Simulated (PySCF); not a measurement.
# Dipole moment and polarisability of (OH)2Zr(OSiH2)2O

Compound: (OH)2Zr(OSiH2)2O (singlet state).
Cartesian coordinates in Å at the PBE0-D3(BJ)/def2-SVP level; atoms count from 1:
```xyz
14
H6O5Si2Zr angstrom
Zr    -0.3237    1.1392   -0.8670
O     -2.0186    1.3232   -1.7543
O      0.8895    2.5887   -1.2143
O     -0.5555    0.8493    1.0602
Si    -0.2404   -0.3995    2.1056
O      0.4407   -1.6428    1.2369
Si     0.8952   -1.9344   -0.3362
O      0.5021   -0.6026   -1.2431
H     -2.8448    1.4584   -2.2144
H      1.4949    3.3077   -1.3856
H      0.7258    0.0421    3.1482
H     -1.5070   -0.8832    2.7189
H      2.3649   -2.1633   -0.3767
H      0.1575   -3.1267   -0.8351
```

Level: wB97X-D/def2-SVPD (PySCF), static field, nuclei fixed, core orbitals frozen in the response. The polarisability tensor in these axes (au):

```
x    94.31  -3.40   1.86
y    -3.40 104.35  -7.57
z     1.86  -7.57 100.36
```

What are the eigenvalues, a third of the trace, and Δα (Δα² = ½Σ(αi − αj)² over the three pairs)?

Principal values 93.18, 94.78 and 111.06 au; mean 99.67 au = 14.77 Å³ = 16.43 × 10⁻⁴⁰ C²·m²/J; Δα = 17.14 au (17 % of the mean).

What is the dipole moment, and where does it point?

(-0.49, 1.90, -1.42) D, 2.42 D in size, pointing from the negative to the positive side. Measured along this direction, the outermost atoms are O6 and H14 at the negative end and H10 and H9 at the positive end.

Refractivity n − 1 of an ideal gas of it at 273.15 K and 1 atm, from the electronic α?

N = p/kT = 2.6868 × 10¹⁹ cm⁻³, so n − 1 = 2π × N × 14.77 × 10⁻²⁴ cm³ = 2493 × 10⁻⁶ at long wavelengths.

What molar refraction does this α imply?

Lorentz–Lorenz: R = (4π/3)N_A α = 2.5225 cm³/(mol·Å³) × 14.77 Å³ = 37.3 cm³/mol, in the limit of long wavelengths.

Find the Langevin capture rate constant for H3O+ (19.018 u) meeting this molecule (231.880 u), k = 2.342 × 10⁻⁹ cm³/s × √(α in Å³ / reduced mass in u).

The reduced mass is 17.58 u, so k = 2.15 × 10⁻⁹ cm³/s. The formula leaves out the permanent dipole, which adds to the capture rate.

Rayleigh depolarisation ratio (linearly polarised light, static tensor)?

ρ = 3Δα²/(45ᾱ² + 4Δα²) = 880.9/(447031 + 1174.5) = 0.00197.

Give the principal axes and the span of the nuclei along them.

Largest value along (-0.22, 0.78, -0.59), where the nuclei span 5.17 Å; middle along (-0.39, 0.48, 0.78), 4.55 Å; least along (0.89, 0.40, 0.19), 4.79 Å. The strongest response lies along the longest span, while the other two are in reverse order.

Geometry: PBE0-D3(BJ)/def2-SVP; no solvent, vibrations or thermal averaging. Atoms past krypton carry effective core potentials; spin–orbit coupling is left out.

The run behind these numbers computed excited states and ΔSCF ions as well. On Intel Xeon at 2.50 GHz, one thread, shared host with 64 logical CPUs at a one-minute load of 63, this took 13 min (grids of density and orbitals included) and 1.5 GiB of memory at its peak.
